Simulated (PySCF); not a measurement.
PySCF input (M06-L/def2-TZVPD):

```python
from pyscf import gto, scf, dft

mol = gto.M(
    atom='''
    C    -0.00000000   -0.00000000   -1.23960541
    N     0.00000000    0.00000000    0.00000000
    C     0.00000000    0.00000000    1.23960541
    ''',
    basis='def2-tzvpd',
    charge=0,
    spin=1,
    symmetry='D2h',
    verbose=4,
)

mf = dft.UKS(mol, xc='m06l').density_fit(auxbasis='def2-universal-jkfit')
mf.grids.level = 4
mf.conv_tol = 1e-9
mf.max_cycle = 100
mf.max_memory = 1500
mf.kernel()
if not mf.converged:
    mf = mf.newton()
    mf.kernel(mf.make_rdm1())
mf.analyze()
```

Output:

```
PySCF version 2.14.0

[INPUT] verbose = 4
[INPUT] num. atoms = 3
[INPUT] num. electrons = 19
[INPUT] charge = 0
[INPUT] spin (= nelec alpha-beta = 2S) = 1
[INPUT] symmetry D2h subgroup None
[INPUT] Mole.unit = angstrom
[INPUT] Symbol           X                Y                Z      unit          X                Y                Z       unit  Magmom
[INPUT]  1 C      0.000000000000   0.000000000000  -1.239605410000 AA    0.000000000000   0.000000000000  -2.342514727429 Bohr   0.0
[INPUT]  2 N      0.000000000000   0.000000000000   0.000000000000 AA    0.000000000000   0.000000000000   0.000000000000 Bohr   0.0
[INPUT]  3 C      0.000000000000   0.000000000000   1.239605410000 AA    0.000000000000   0.000000000000   2.342514727429 Bohr   0.0

nuclear repulsion = 43.5429492953246
point group symmetry = Dooh, use subgroup D2h
symmetry origin: [0. 0. 0.]
symmetry axis x: [1. 0. 0.]
symmetry axis y: [0. 1. 0.]
symmetry axis z: [0. 0. 1.]
num. orbitals of irrep Ag = 29
num. orbitals of irrep B1g = 7
num. orbitals of irrep B2g = 11
num. orbitals of irrep B3g = 11
num. orbitals of irrep Au = 5
num. orbitals of irrep B1u = 22
num. orbitals of irrep B2u = 13
num. orbitals of irrep B3u = 13
number of shells = 39
number of NR pGTOs = 156
number of NR cGTOs = 111
basis = def2-tzvpd
ecp = {}

******** <class 'pyscf.df.df_jk.DFSymAdaptedUKS'> ********
method = DFSymAdaptedUKS
initial guess = minao
damping factor = 0
level_shift factor = 0
DIIS = <class 'pyscf.scf.diis.CDIIS'>
diis_start_cycle = 1
diis_space = 8
diis_damp = 0
SCF conv_tol = 1e-09
SCF conv_tol_grad = None
SCF max_cycles = 100
direct_scf = False
number electrons alpha = 10  beta = 9
XC library pyscf.dft.libxc version 7.1.2
    S. Lehtola, C. Steigemann, M. J. T. Oliveira, and M. A. L. Marques,  SoftwareX 7, 1–5 (2018)
XC functionals = m06l
    Y. Zhao and D. G. Truhlar,  J. Chem. Phys. 125, 194101 (2006)
    Y. Zhao and D. G. Truhlar,  J. Chem. Phys. 125, 194101 (2006)
    Y. Zhao and D. G. Truhlar,  Theor. Chem. Acc. 120, 215 (2008)
radial grids:
    Treutler-Ahlrichs [JCP 102, 346 (1995); DOI:10.1063/1.469408] (M4) radial grids

becke partition: Becke, JCP 88, 2547 (1988); DOI:10.1063/1.454033
pruning grids: <function nwchem_prune>
grids dens level: 4
[...]
beta  HOMO (B1u) = -0.309266056123484  LUMO (B3g) = -0.176612833234333
  HOMO = -0.22485177367  LUMO = -0.197397034838  gap/eV = 0.74708
Extra cycle  E= -130.785349212763  delta_E= 1.25e-12  |g|= 5.52e-06  |ddm|= 1.15e-05
converged SCF energy = -130.785349212763  <S^2> = 0.76523514  2S+1 = 2.0151776
**** SCF Summaries ****
Total Energy =                        -130.785349212763037
Nuclear Repulsion Energy =              43.542949295324561
One-electron Energy =                 -261.144047078792255
Two-electron Energy =                   86.815748570704656
Two-electron Coulomb Energy =          104.367600222298805
DFT Exchange-Correlation Energy =      -17.551851651594149
HOMO-LUMO gap [eV] =                     0.747081496451006
Wave-function symmetry = B2g
alpha occupancy for each irrep:     Ag  B1g  B2g  B3g   Au  B1u  B2u  B3u
                                     4    0    1    0    0    3    1    1
beta  occupancy for each irrep:     Ag  B1g  B2g  B3g   Au  B1u  B2u  B3u
                                     4    0    0    0    0    3    1    1
**** MO energy ****
alpha MO #1 (Ag #1), energy= -14.2703159431035 occ= 1
alpha MO #2 (Ag #2), energy= -10.1717079864448 occ= 1
alpha MO #3 (B1u #1), energy= -10.1716967017279 occ= 1
alpha MO #4 (Ag #3), energy= -0.996744081168046 occ= 1
alpha MO #5 (B1u #2), energy= -0.771501378145157 occ= 1
alpha MO #6 (B3u #1), energy= -0.442578869859092 occ= 1
alpha MO #7 (B2u #1), energy= -0.439731467768704 occ= 1
alpha MO #8 (Ag #4), energy= -0.373085733073829 occ= 1
alpha MO #9 (B1u #3), energy= -0.328012036181637 occ= 1
alpha MO #10 (B2g #1), energy= -0.224851773670111 occ= 1
alpha MO #11 (B3g #1), energy= -0.197397034837554 occ= 0
alpha MO #12 (B3u #2), energy= -0.0154660179046877 occ= 0
alpha MO #13 (B2u #2), energy= -0.00680998555772327 occ= 0
alpha MO #14 (Ag #5), energy= 0.0242463866370599 occ= 0
alpha MO #15 (B1u #4), energy= 0.0665895577808939 occ= 0
alpha MO #16 (Ag #6), energy= 0.0986326457033826 occ= 0
alpha MO #17 (Ag #7), energy= 0.173229590226541 occ= 0
alpha MO #18 (B1g #1), energy= 0.173536074930026 occ= 0
alpha MO #19 (B2u #3), energy= 0.187702549470937 occ= 0
alpha MO #20 (B3u #3), energy= 0.188471784885577 occ= 0
alpha MO #21 (B1u #5), energy= 0.203170632630396 occ= 0
alpha MO #22 (B3g #2), energy= 0.223196409546054 occ= 0
alpha MO #23 (B2g #2), energy= 0.22326177524046 occ= 0
alpha MO #24 (Ag #8), energy= 0.229285644247874 occ= 0
alpha MO #25 (B1u #6), energy= 0.265065565172847 occ= 0
alpha MO #26 (Au #1), energy= 0.265315172319948 occ= 0
alpha MO #27 (B3u #4), energy= 0.280601943621338 occ= 0
alpha MO #28 (B2u #4), energy= 0.28228959452396 occ= 0
alpha MO #29 (Ag #9), energy= 0.311240973673263 occ= 0
alpha MO #30 (Ag #10), energy= 0.33795647700233 occ= 0
alpha MO #31 (B3g #3), energy= 0.348641155972562 occ= 0
alpha MO #32 (B2g #3), energy= 0.350890032908535 occ= 0
alpha MO #33 (B1u #7), energy= 0.372906030374835 occ= 0
alpha MO #34 (Ag #11), energy= 0.40079440680435 occ= 0
alpha MO #35 (B1u #8), energy= 0.411543464821005 occ= 0
alpha MO #36 (B1g #2), energy= 0.427206706581446 occ= 0
alpha MO #37 (Ag #12), energy= 0.428831424486085 occ= 0
alpha MO #38 (B2u #5), energy= 0.623036163725301 occ= 0
alpha MO #39 (B3u #5), energy= 0.636350114850869 occ= 0
alpha MO #40 (B1u #9), energy= 0.698664641777381 occ= 0
alpha MO #41 (B2g #4), energy= 0.704384615943015 occ= 0
alpha MO #42 (B3g #4), energy= 0.712047066300551 occ= 0
alpha MO #43 (Ag #13), energy= 0.761025857207557 occ= 0
alpha MO #44 (Au #2), energy= 0.817446376787237 occ= 0
alpha MO #45 (B1u #10), energy= 0.819344078500063 occ= 0
alpha MO #46 (Ag #14), energy= 0.831012718772294 occ= 0
alpha MO #47 (B1g #3), energy= 0.841969689505683 occ= 0
alpha MO #48 (Ag #15), energy= 0.843403336366344 occ= 0
alpha MO #49 (B2g #5), energy= 0.894481309358065 occ= 0
alpha MO #50 (B3g #5), energy= 0.896782315980057 occ= 0
alpha MO #51 (B1u #11), energy= 1.00516278392061 occ= 0
alpha MO #52 (B3u #6), energy= 1.06319250261195 occ= 0
alpha MO #53 (B2u #6), energy= 1.06656846757353 occ= 0
alpha MO #54 (B1u #12), energy= 1.23122910754321 occ= 0
alpha MO #55 (Ag #16), energy= 1.26266319477126 occ= 0
alpha MO #56 (B1g #4), energy= 1.35211997208504 occ= 0
alpha MO #57 (Ag #17), energy= 1.35323630496093 occ= 0
alpha MO #58 (B1u #13), energy= 1.55313646495868 occ= 0
alpha MO #59 (B2u #7), energy= 1.56122072379748 occ= 0
alpha MO #60 (B3u #7), energy= 1.56181242917996 occ= 0
alpha MO #61 (B2g #6), energy= 1.62388749086905 occ= 0
alpha MO #62 (B3g #6), energy= 1.62932517200827 occ= 0
alpha MO #63 (Ag #18), energy= 1.71336623659008 occ= 0
alpha MO #64 (Ag #19), energy= 1.86939055810117 occ= 0
alpha MO #65 (B3g #7), energy= 2.00751502151787 occ= 0
alpha MO #66 (B2g #7), energy= 2.01746673368451 occ= 0
alpha MO #67 (B1u #14), energy= 2.07725367251372 occ= 0
alpha MO #68 (B3u #8), energy= 2.40375372691006 occ= 0
alpha MO #69 (B2u #8), energy= 2.40513506456003 occ= 0
alpha MO #70 (Ag #20), energy= 2.41210101608438 occ= 0
alpha MO #71 (Au #3), energy= 2.58837982175102 occ= 0
alpha MO #72 (B1u #15), energy= 2.59063100937915 occ= 0
alpha MO #73 (B2u #9), energy= 2.66636339263097 occ= 0
alpha MO #74 (B3u #9), energy= 2.6772421428406 occ= 0
alpha MO #75 (B3g #8), energy= 2.69937438583754 occ= 0
alpha MO #76 (B2g #8), energy= 2.71082301796086 occ= 0
alpha MO #77 (B2u #10), energy= 2.92330955685863 occ= 0
alpha MO #78 (B1u #16), energy= 2.94318441730959 occ= 0
alpha MO #79 (B3u #10), energy= 2.94339159010822 occ= 0
alpha MO #80 (B1g #5), energy= 2.97690239371811 occ= 0
alpha MO #81 (Ag #21), energy= 2.98386728729949 occ= 0
alpha MO #82 (Ag #22), energy= 3.03738933621207 occ= 0
alpha MO #83 (Au #4), energy= 3.04968600510879 occ= 0
alpha MO #84 (B1u #17), energy= 3.0779974196346 occ= 0
alpha MO #85 (B1g #6), energy= 3.18939159306239 occ= 0
alpha MO #86 (Ag #23), energy= 3.21128377541676 occ= 0
alpha MO #87 (B3g #9), energy= 3.2192954328059 occ= 0
alpha MO #88 (B2g #9), energy= 3.2318011543466 occ= 0
alpha MO #89 (B2u #11), energy= 3.57011947227585 occ= 0
alpha MO #90 (B3u #11), energy= 3.57278414937351 occ= 0
alpha MO #91 (B1u #18), energy= 3.84953235234661 occ= 0
alpha MO #92 (Ag #24), energy= 3.94198385637054 occ= 0
alpha MO #93 (B2u #12), energy= 3.98857172768434 occ= 0
alpha MO #94 (B3u #12), energy= 3.98912167974946 occ= 0
alpha MO #95 (Ag #25), energy= 4.23927836418284 occ= 0
alpha MO #96 (B3g #10), energy= 4.31416841865928 occ= 0
alpha MO #97 (B2g #10), energy= 4.32242465642369 occ= 0
alpha MO #98 (B1u #19), energy= 4.37014138130611 occ= 0
alpha MO #99 (B1g #7), energy= 4.69329455468558 occ= 0
alpha MO #100 (Ag #26), energy= 4.69374408188105 occ= 0
alpha MO #101 (B1u #20), energy= 4.73344548434598 occ= 0
alpha MO #102 (Au #5), energy= 4.73535507680549 occ= 0
[...]
```

It need not be the lowest isomer of its formula.
